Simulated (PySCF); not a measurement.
Al(Cl)(H)(NHMe) (CH5AlClN), SMILES [AlH]([Cl])[NH]C.

The structure is a stationary point at B3LYP-D3(BJ)/def2-SVP. Other conformers were not sampled.

All values below come from B3LYP-D3(BJ)/def2-SVP run with PySCF 2.14.0.

Frequencies are harmonic and unscaled.

Computed normal modes with their intensities:
```csv
mode,ν (cm⁻¹),IR (km/mol),moving atoms (share of kinetic energy)
1,113,0.3,"H 30 %, N 30 %, C 20 %, Al 11 %, Cl 9 %"
2,125,3.1,"Al 32 %, Cl 22 %, H 18 %, C 17 %, N 11 %"
3,180,2.1,"H 85 %, N 10 %"
4,271,6.9,"C 29 %, N 28 %, Cl 21 %, H 19 %"
5,468,166.9,"H 75 %, Al 16 %"
6,521,43.7,"Al 45 %, Cl 39 %, H 12 %"
7,576,41.9,"H 91 %, N 9 %"
8,673,178.6,H 85 %
9,754,87.7,"Al 44 %, N 29 %, H 13 %, C 13 %"
10,1078,25.7,"H 86 %, C 10 %"
11,1138,0.1,"H 76 %, C 19 %"
12,1147,117.3,"N 47 %, C 35 %, H 17 %"
13,1384,49.8,"H 67 %, N 22 %, C 11 %"
14,1454,25.5,"H 86 %, C 14 %"
15,1465,2.1,H 97 %
16,1496,4.2,H 96 %
17,1991,127.9,H 96 %
18,2985,98.5,H 97 %
19,3038,42.6,"H 90 %, C 10 %"
20,3091,22.3,"H 91 %, C 9 %"
21,3567,16.6,H 93 %
```
